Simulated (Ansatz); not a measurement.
Relaxation of Al$_{2}$H$_{2}$O$_{2}$ (6 atoms, charge 0, multiplicity 1), to a largest force component of 0.02 eV/Å in at most 50 steps.

The calculation used RKS PBE-D4/def2-SVP (Ansatz 0.2.0).

```xyz
6
Properties=species:S:1:pos:R:3
O -0.436 -0.991 -2.024
Al 0.154 -0.858 -0.321
O 1.369 -0.504 0.979
Al 0.104 0.522 1.692
H -0.312 -0.052 -2.428
H -0.942 -1.681 -1.023
```

Question: Where does it end, and by what steps?

Answer: The run converged. After 11 steps the energy has fallen by 4.555 eV; O3 moved furthest, 1.16 Å. Parted: Al2–Al4 (2.44 → 3.45 Å).

```
step  energy less start (eV)  largest force component (eV/Å)  accepted
   0                  0.0000                           2.745       yes
   1                 -1.0483                           2.884       yes
   2                 -2.1438                           2.087       yes
   3                 -2.9033                           2.381       yes
   4                 -3.6296                           1.177       yes
   5                 -4.0426                           0.728       yes
   6                 -4.3090                           0.382       yes
   7                 -4.4318                           0.233       yes
   8                 -4.5165                           0.364       yes
   9                 -4.5508                           0.156       yes
  10                 -4.5542                           0.050       yes
  11                 -4.5546                           0.010       yes
```

```xyz
6
Properties=species:S:1:pos:R:3
O -0.124 -0.641 -2.272
Al -0.332 -1.111 -0.637
O 0.299 -0.181 0.670
Al 0.882 0.660 2.063
H 0.350 0.159 -2.547
H -1.137 -2.451 -0.401
```

Whether the end is a true minimum wasn't checked by a vibrational analysis.

Time of the run: 41 s on 1 thread of Intel(R) Xeon(R) Processor @ 2.50GHz (Skylake/Cascade Lake) (shared host), peak memory 0.13 GiB.
